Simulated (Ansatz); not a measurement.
System: CBr₂, charge 0, multiplicity 1. 
Coordinates optimised at B3LYP-D3(BJ)/def2-TZVP (Ansatz, a quantum-chemistry and plane-wave program):
SMILES: Br[C]Br
```xyz
3

C      0.0657    -0.0511     0.9940
Br     0.8365     1.3172    -0.0734
Br    -0.8477    -1.3085    -0.0970
```

Basis-set convergence of Hartree-Fock and MP2 correlation energies (hartree) with Ansatz. Correlated levels leave the core frozen unless marked. Spin-orbit coupling is left out. The frozen core is the preceding noble-gas configuration, with the filled d and f shells of earlier blocks. No relativistic terms.

The Hartree-Fock reference is unstable (checked in the largest basis), which strains HF and MP2. The T1 diagnostic of CCSD in the largest basis is 0.025, which is high, so the coupled-cluster rows are less sure than usual.

```json
[
 {"basis": "cc-pVDZ", "functions": "68", "E(HF)": "-5182.52023", "E(corr, MP2)": "-0.34940"},
 {"basis": "cc-pVTZ", "functions": "116", "E(HF)": "-5182.68474", "E(corr, MP2)": "-0.46264"},
 {"basis": "cc-pVQZ", "functions": "191", "E(HF)": "-5182.69313", "E(corr, MP2)": "-0.50733"}
]
```

Extrapolating the two largest sets (X = 3 and 4) as X^-3: E(corr) = (64·(-0.50733) - 27·(-0.46264))/37 = -0.5399 Eh, an estimate of the basis-set limit. The largest set recovers 94.0 % of it, the smallest 64.7 %.
